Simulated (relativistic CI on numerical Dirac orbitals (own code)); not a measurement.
## Crystal-field levels of Ho3+, 4f10

Calculated by Dirac-Coulomb-Breit CI, orbitals from a KLI potential per configuration, a model potential for QED, valence Slater integrals scaled by 0.85, one configuration in a parametric crystal field (own radial code).

Field parameters in Wybourne normalisation; cubic f-shell fields have B⁴₄ = √(5/14) B⁴₀ and B⁶₄ = −√(7/2) B⁶₀. The field is a parameter set, without covalency.

S and J are read from ⟨S²⟩ = S(S + 1) and ⟨J²⟩ = J(J + 1) of each level; they are not fictitious spins.

D4h, B20 = 190, B40 = -1230, B44 = -60, B60 = 790, B64 = -630 cm⁻¹, the lowest 16 levels:

| E (cm⁻¹) | Degeneracy | Irrep | S | J |
| --- | --- | --- | --- | --- |
| 0.0 | 1 | A1 | 1.94 | 8.00 |
| 1.1 | 1 | A2 | 1.94 | 8.00 |
| 44.9 | 2 | E | 1.94 | 8.00 |
| 61.4 | 2 | E | 1.94 | 8.00 |
| 73.3 | 1 | B1 | 1.94 | 8.00 |
| 133 | 1 | B2 | 1.94 | 8.00 |
| 229 | 1 | A1 | 1.94 | 8.00 |
| 230 | 1 | A2 | 1.94 | 8.00 |
| 245 | 1 | B1 | 1.94 | 8.00 |
| 318 | 2 | E | 1.94 | 8.00 |
| 355 | 1 | B2 | 1.94 | 8.00 |
| 375 | 2 | E | 1.94 | 8.00 |
| 375 | 1 | A1 | 1.94 | 8.00 |
| 5199 | 2 | E | 1.97 | 7.00 |
| 5202 | 1 | A2 | 1.97 | 7.00 |
| 5204 | 1 | A1 | 1.97 | 7.00 |

Oh, B40 = -1810, B60 = 220 cm⁻¹, the lowest 10 levels:

```tsv
E (cm⁻¹)	Degeneracy	Irrep	S	J
0.0	3	T2	1.94	8.00
13.8	2	E	1.94	8.00
38.9	3	T1	1.94	8.00
239	3	T2	1.94	8.00
287	2	E	1.94	8.00
309	3	T1	1.94	8.00
337	1	A1	1.94	8.00
5125	3	T1	1.97	7.00
5158	2	E	1.97	7.00
5177	3	T2	1.97	7.00
```

Oh, B40 = 2620, B60 = 900 cm⁻¹, the lowest 16 levels:

```
E (cm⁻¹)  Degeneracy  Irrep     S     J
     0.0           2      E  1.95  7.99
    39.7           3     T1  1.95  7.99
     318           1     A1  1.94  8.00
     570           3     T1  1.94  7.99
     593           3     T2  1.94  7.99
     768           2      E  1.94  8.00
     916           3     T2  1.94  8.00
    5399           3     T2  1.98  6.99
    5427           3     T1  1.97  7.00
    5603           2      E  1.97  6.99
    5630           3     T2  1.97  6.99
    5655           1     A2  1.97  7.00
    5697           3     T1  1.97  7.00
    8950           2      E  1.96  6.00
    8976           3     T2  1.96  6.01
    9114           3     T2  1.96  5.99
```

D3d, B20 = 2220, B40 = -1080, B43 = 230, B60 = -160, B63 = -590, B66 = 540 cm⁻¹, the lowest 16 levels:

```tsv
E (cm⁻¹)	Degeneracy	Irrep	S	J
0.0	2	E	1.94	8.00
10.7	2	E	1.94	8.00
53.2	1	A1	1.94	8.00
76.2	1	A2	1.94	8.00
187	2	E	1.94	8.00
199	2	E	1.94	8.00
231	1	A2	1.94	8.00
342	1	A1	1.94	8.00
423	2	E	1.94	8.00
513	2	E	1.94	8.00
547	1	A1	1.94	8.00
5112	2	E	1.98	7.00
5134	1	A2	1.98	7.00
5135	1	A1	1.98	7.00
5198	2	E	1.97	7.00
5274	2	E	1.97	7.00
```

D3d, B20 = 2400, B40 = 800, B43 = 730, B60 = 150, B63 = 340, B66 = 120 cm⁻¹, the lowest 10 levels:

```json
{"E (cm⁻¹)": "0.0", "Degeneracy": "2", "Irrep": "E", "S": "1.94", "J": "8.00"}
{"E (cm⁻¹)": "215", "Degeneracy": "2", "Irrep": "E", "S": "1.94", "J": "8.00"}
{"E (cm⁻¹)": "334", "Degeneracy": "1", "Irrep": "A2", "S": "1.94", "J": "8.00"}
{"E (cm⁻¹)": "341", "Degeneracy": "1", "Irrep": "A1", "S": "1.94", "J": "8.00"}
{"E (cm⁻¹)": "431", "Degeneracy": "2", "Irrep": "E", "S": "1.94", "J": "8.00"}
{"E (cm⁻¹)": "484", "Degeneracy": "2", "Irrep": "E", "S": "1.94", "J": "8.00"}
{"E (cm⁻¹)": "493", "Degeneracy": "1", "Irrep": "A2", "S": "1.94", "J": "8.00"}
{"E (cm⁻¹)": "511", "Degeneracy": "1", "Irrep": "A1", "S": "1.94", "J": "8.00"}
{"E (cm⁻¹)": "518", "Degeneracy": "2", "Irrep": "E", "S": "1.94", "J": "8.00"}
{"E (cm⁻¹)": "540", "Degeneracy": "2", "Irrep": "E", "S": "1.94", "J": "8.00"}
```

The next free-ion level lies 5062 cm⁻¹ above the lowest; the field splits the ground level into components whose J stays near 8 as long as their spread is small against that gap.

Levels of this model without a field, named by their leading LS term: 5I_8 0, 5I_7 5062, 5I_6 8576, 5I_5 11138, 5I_4 13182, 5F_5 17190, 5S_2 19851, 3K_8 20005 cm⁻¹.
